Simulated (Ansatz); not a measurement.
Reaction (formal exchange of groups at the Si–C bond): `CC(F)=C=C[SiH3]` + `COB(C)OC` → `COB(C)O[SiH3]` + `CC=C=C(C)F`

Computed with Ansatz on PBE0-D4/def2-TZVP structures; ΔE is electronic, products minus reactants. CCSD(T)/CBS adds triple-zeta CCSD(T) − MP2 to the extrapolated MP2 energy (def2 sets, frozen cores). DFT in def2-TZVPP. One conformer a species, not always the lowest.

CCSD(T)/CBS gives -35.1 kcal/mol.

(1) Another level gave -33.3 kcal/mol. Which?
A. MP2/def2-TZVPP
B. PBE/def2-TZVPP
C. PBE0/def2-TZVPP
D. CCSD(T)/def2-TZVPP

Largest T1 diagnostic among the species: 0.012.

Answers

(1) C. PBE0 -33.3, CCSD(T)/def2-TZVPP -34.5, PBE -31.8, MP2/def2-TZVPP -35.9 kcal/mol.

From PBE to PBE0 (25 % exact exchange), in def2-TZVPP and without D4, ΔE moves by −1.4 kcal/mol. In def2-TZVPP, CCSD(T) changes the Hartree–Fock value by +2.3 kcal/mol (the triples alone add +0.5 kcal/mol) and MP2 by +0.9 kcal/mol.
